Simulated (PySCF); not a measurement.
## [Lu(H2S)3]3+ at several levels of theory

Computed with PySCF 2.14.0 (density fitting, no spin-orbit coupling) at the geometry relaxed with r2SCAN:

```xyz
10
[Lu(H2S)3]3+ (singlet in the valence; each metal's 4f electrons, 14 of them, lie in its core potential, out of spins and levels)
Lu   -0.0001   -0.0235    1.1427
S     2.4771    0.1452   -0.0476
H     3.3795   -0.3295    0.8700
H     2.5397   -0.9512   -0.8661
S    -1.2861    2.0440   -0.1350
H    -1.4421    3.0323    0.8039
H    -0.2967    2.6851   -0.8318
S    -1.1823   -2.1688   -0.1232
H    -1.9487   -2.7996    0.8243
H    -2.2405   -1.6342   -0.8094
```

```
    level                                                 basis    state  HOMO (eV)  gap (eV)  charge on Lu1 (e)  population of f-type functions on Lu1 (polarisation alone where 4f lies in the core)  dipole about the centre of mass (D)  largest force component (eV/Å)
   r2SCAN     Lu lcecp-1-SVP with ECP60, S def2-SVP, H def2-SVP  singlet     -21.29      4.11               1.52                                                                                  0.02                                 0.17                            0.16
   revPBE                                              the same  singlet     -20.97      3.55               1.42                                                                                  0.02                                 0.59                            0.19
CAM-B3LYP                                              the same  singlet     -23.47      7.85               1.48                                                                                  0.02                                 0.06                            0.27
     BP86                                              the same  singlet     -21.10      3.56               1.38                                                                                  0.02                                 0.63                            0.23
   r2SCAN  Lu lcecp-1-TZVP with ECP60, S def2-TZVP, H def2-TZVP  singlet     -21.14      4.15               1.67                                                                                  0.02                                 0.63                            0.27
```

In the lcecp rows the 4f levels are missing from HOMO and gap, and the state counts the valence alone.

Charges are Mulliken's, which hang on the basis. The relaxation used the grid (50, 194), these runs (75, 302) or, all-electron (x2c bases, spin-free X2C Hamiltonian), (99, 590).

Problem. What does PBE with Lu lcecp-1-SVP with ECP60, S def2-SVP, H def2-SVP give here?

Solution. state singlet, HOMO (eV) -21.00, gap (eV) 3.50, charge on Lu1 (e) 1.38, population of f-type functions on Lu1 (polarisation alone where 4f lies in the core) 0.02, dipole about the centre of mass (D) 0.67, largest force component (eV/Å) 0.22. Time: 8.8 s on 2 threads of Arm Neoverse V1, on a shared host, from an already converged density.

In the first row's basis the gap widens with exact exchange: 3.5 to 4.1 eV for PBE, revPBE, BP86, r2SCAN (none); 7.9 eV for CAM-B3LYP (rising or full at long range).

No frequency check is given that shows the relaxed geometry to be a minimum. An lcecp potential fixes the number of 4f electrons, so in runs with it no electron can move into or out of that shell.
